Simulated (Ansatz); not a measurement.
Reaction (SMILES): O=[SiH] (O-SiH) → O=[SiH-] (an electron is taken up)
B3LYP-D3(BJ)/def2-TZVP geometries, fixed; electronic energies without zero-point terms; positive where energy is released.
Largest species:
```
Si
O 1 1.5293
H 1 1.5278 2 117.75
```
Charge 0, spin multiplicity 2.

Effect of a fitting basis named in the input at r2SCAN/def2-TZVPP with Ansatz (a program for electronic structure), against the last row, where the adiabatic electron affinity is 1.59 eV. Open shells are unrestricted. The default fits or decomposes integrals by the program's own choice; accuracy: high also tightens integrals, grids and stops.

```csv
setting,largest shift of a total energy (mEh),shift of the adiabatic electron affinity (eV)
fitting: def2-SV(P)-JKFIT,-0.050,0.000
fitting: def2-universal-JKFIT,-0.050,0.000
fitting: cc-pVTZ-JKFIT,-0.022,0.000
fitting: cc-pVQZ-JKFIT,-0.012,0.000
fitting: cc-pV5Z-JKFIT,-0.008,0.000
fitting: def2-universal-JFIT,-0.205,0.001
accuracy: high,0.000,0.000
accuracy: medium (default),0.000,0.000
```

Within 0.002 eV in the adiabatic electron affinity: fitting: def2-SV(P)-JKFIT; fitting: def2-universal-JKFIT; fitting: cc-pVTZ-JKFIT; fitting: cc-pVQZ-JKFIT; fitting: cc-pV5Z-JKFIT; fitting: def2-universal-JFIT; accuracy: high. The largest shift is 0.205 mEh in a total energy and 0.001 eV in the difference.
